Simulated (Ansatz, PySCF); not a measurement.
Species: PbCl2 (charge 0, singlet). SMILES: [Cl][Pb][Cl]
Coordinates optimised at B3LYP-D3(BJ)/def2-TZVP (Ansatz, a first-principles code):
```
Pb
Cl 1 2.4827
Cl 1 2.4827 2 99.63
```
Charge 0, spin multiplicity 1.

Wanted: atomisation energy (electronic, to ground-state atoms), in kcal/mol. Correlated levels leave the core frozen unless marked. UHF or UKS for open shells. Spin-orbit coupling is left out. The frozen core is the preceding noble-gas configuration, with the filled d and f shells of earlier blocks. In def2 rows, elements after Kr have scalar-relativistic effective core potentials. The coupled-cluster limit lacks core correlation, which all-electron functionals hold. Basis-set limits of correlation are two-point, X^-3; Hartree-Fock from the larger set.

```tsv
level	program	atomisation energy (kcal/mol)
MN15/def2-TZVPD	PySCF	?
HSE06-D3(BJ)/def2-TZVPD	Ansatz + dftd3	181.0
HSE06/def2-TZVPD	Ansatz	179.1
CCSD/def2-SVP	Ansatz	?
CCSD(T)/CBS(def2-TZVPPD,def2-QZVPPD)	Ansatz	179.1
```

Question: Fill in the missing entries.

Answer: 
- MN15/def2-TZVPD, atomisation energy (kcal/mol): 179.2
- CCSD/def2-SVP, atomisation energy (kcal/mol): 148.0
